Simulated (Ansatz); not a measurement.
Ansatz (a first-principles code) input (r2SCAN/aug-cc-pV(D+d)Z): A basis named .json is the Basis Set Exchange file of that set (core-valence sets with the plain set on hydrogen).

Ansatz 0.2 input:
```yaml
crystal:
  periodic: [false, false, false]
  atoms:
    - {symbol: H, position_ang: [0.00000000, 0.00000000, 0.00000000]}
basis:
  gaussian:
    orbitals: aug-cc-pV_D+d_Z.json
hamiltonian:
  xc: {name: r2SCAN}
magnetization: {spin_polarized: true, initial_magnetization: 1}
scf: {lower_state_search: full}
```

Output:

```
Functional definition: r2SCAN
integrals: 0.00 GiB planned
48 factors; their error is unknown
mean field: 0.05 GiB planned
mean field evaluation 1: about -13.5930 eV, gradient 2.0e-1 eV
mean field evaluation 2: about -13.5935 eV, gradient 3.9e-3 eV
mean field evaluation 4: about -13.5913 eV, gradient 9.0e-4 eV
mean field evaluation 8: about -13.5907 eV, gradient 2.0e-1 eV
mean field evaluation 16: about -13.5913 eV, gradient 9.2e-4 eV
mean field -13.59126451 eV, -0.4994697583 hartree, gradient 4.4e-6 eV, S^2 0.750000; 2 other end points of the search recorded, 0 dependent functions left out
reference -13.59128878 eV, -0.4994706500 hartree; 1, 0 occupied and 8, 9 virtual orbitals, 48 factors
Total energy: -13.59128878 eV, -0.4994706500 hartree
```
